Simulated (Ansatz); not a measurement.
Isolated molecules relaxed with PBE0-D4/def2-TZVP in Ansatz; ΔE leaves out vibrations. CBS: MP2 limit from def2 TZ/QZ plus the TZ coupled-cluster correction, frozen cores. DFT in def2-TZVPP. For Ge outer-core shells are correlated without core-valence functions, which leaves a few kJ/mol of doubt a bond. Scalar relativity is left out up to krypton. Each species was taken in one conformer, which may not be the lowest.

Consider the formal exchange of groups at a Ge–C bond: `N[C](=O)[GeH2][OH]` + `O=CSS` → `[OH][GeH2][S]S` + `NC(=O)C=O`.

`N[C](=O)[GeH2][OH]`:

Z-matrix (Å, degrees):
```
Ge
O 1 1.767
C 1 2.006 2 100.0
H 1 1.540 2 110.4 3 -118.8
H 1 1.540 2 110.4 3 118.9
H 2 0.968 1 106.3 3 0.1
O 3 1.217 1 115.7 2 -0.1
N 3 1.347 1 121.2 2 179.9
H 8 1.003 3 121.8 1 -0.0
H 8 1.009 3 119.2 1 -180.0
```

`O=CSS`:

```xyz
6

O     0.250   -1.185    1.052
C     0.065   -1.106   -0.121
S     0.020    0.379   -1.102
S     0.511    1.839    0.228
H    -0.123   -1.977   -0.780
H    -0.723    2.050    0.722
```

`[OH][GeH2][S]S`:

```xyz
8

O     0.533    1.327   -0.792
Ge   -0.828    0.197   -0.669
S    -0.089   -1.800    0.011
S     0.757   -1.161    1.779
H     0.852    1.583    0.078
H    -1.383    0.044   -2.089
H    -1.835    0.716    0.370
H     1.994   -0.907    1.311
```

`NC(=O)C=O`:

```xyz
8

N    -0.871    0.838   -0.044
C    -0.174   -0.201   -0.526
O    -0.353   -0.772   -1.579
C     0.949   -0.658    0.405
O     1.180   -0.138    1.459
H    -0.619    1.224    0.851
H    -1.634    1.223   -0.572
H     1.522   -1.515    0.005
```

```csv
level,ΔE (kcal/mol)
r2SCAN0-D4,-14.0
MP2/def2-TZVPP,-14.8
CCSD/def2-TZVPP,-16.1
CCSD/CBS(def2),-16.1
```

(1) What does CCSD(T)/CBS give? (An estimate is asked.)

Largest T1 diagnostic among the species: 0.017.

## Answers

(1) Computed: -14.8 kcal/mol. The listed levels differ from it by 0.8, 0.0, -1.3, -1.3 kcal/mol.

From BLYP to BHLYP (50 % exact exchange), in def2-TZVPP and without D4, ΔE moves by −6.1 kcal/mol. Leaving LDA and LC-ωPBE aside and taking each functional with its dispersion term where it has one, the values, not all of them listed here, spread over 6.5 kcal/mol, from BHLYP-D4 to revPBE-D4.
